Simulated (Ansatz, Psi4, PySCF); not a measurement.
Cl2MoO2 (SMILES [O]=[Mo](=[O])([Cl])[Cl]), singlet, geometry from GFN2-xTB (such geometries of metal compounds can be far from the true shape) (core potentials on Mo). Base run: CAMB3LYP/def2-SVP run with PySCF.

Input for PySCF:
```python
from pyscf import gto, scf, dft

mol = gto.M(
    atom='''
Mo    0.298668   -0.055206    0.098626
O     1.452282   -0.587896   -0.930250
O     0.741126    0.182461    1.654554
Cl   -0.459639    1.801845   -0.663469
Cl   -1.310439   -1.474660    0.078957
''',
    basis='def2-svp',
    ecp={'Mo': 'def2-svp'},
    charge=0,
    spin=0,
    verbose=4,
)

mf = dft.RKS(mol)
mf.xc = 'camb3lyp'
mf.kernel()
```

The same geometry, method and basis name were run in Ansatz (a program for electronic structure) and Psi4 and PySCF, at each program's defaults and at the settings that a row names. The base is PySCF at its defaults. Differences at the defaults can come from grids, fitting, cores and function types together.

```json
[
 {"code and settings": "PySCF, defaults (exact integrals, its default grid, spherical functions)", "ΔE vs base (µEh)": "0.0", "basis functions": "95", "E (Eh)": "-1138.72967", "SCF cycles": "12", "dipole (D)": "1.22"},
 {"code and settings": "Psi4, defaults (density fitting with its default set, its default grid, spherical functions)", "ΔE vs base (µEh)": "-84.1", "basis functions": "95", "E (Eh)": "-1138.72975", "SCF cycles": "11", "dipole (D)": "1.22"},
 {"code and settings": "Ansatz, defaults (factorised integrals, its default grid, spherical functions)", "ΔE vs base (µEh)": "6.9", "basis functions": "95", "E (Eh)": "-1138.72966", "SCF cycles": "-", "dipole (D)": "-"},
 {"code and settings": "PySCF, density fitting with def2-universal-jkfit", "ΔE vs base (µEh)": "-24.2", "basis functions": "95", "E (Eh)": "-1138.72969", "SCF cycles": "12", "dipole (D)": "1.22"},
 {"code and settings": "PySCF, fine grid", "ΔE vs base (µEh)": "7.6", "basis functions": "95", "E (Eh)": "-1138.72966", "SCF cycles": "12", "dipole (D)": "1.22"},
 {"code and settings": "Psi4, exact integrals, spherical functions, fine grid", "ΔE vs base (µEh)": "11.1", "basis functions": "95", "E (Eh)": "-1138.72966", "SCF cycles": "15", "dipole (D)": "1.22"},
 {"code and settings": "Ansatz, high accuracy", "ΔE vs base (µEh)": "6.6", "basis functions": "95", "E (Eh)": "-1138.72966", "SCF cycles": "-", "dipole (D)": "-"}
]
```
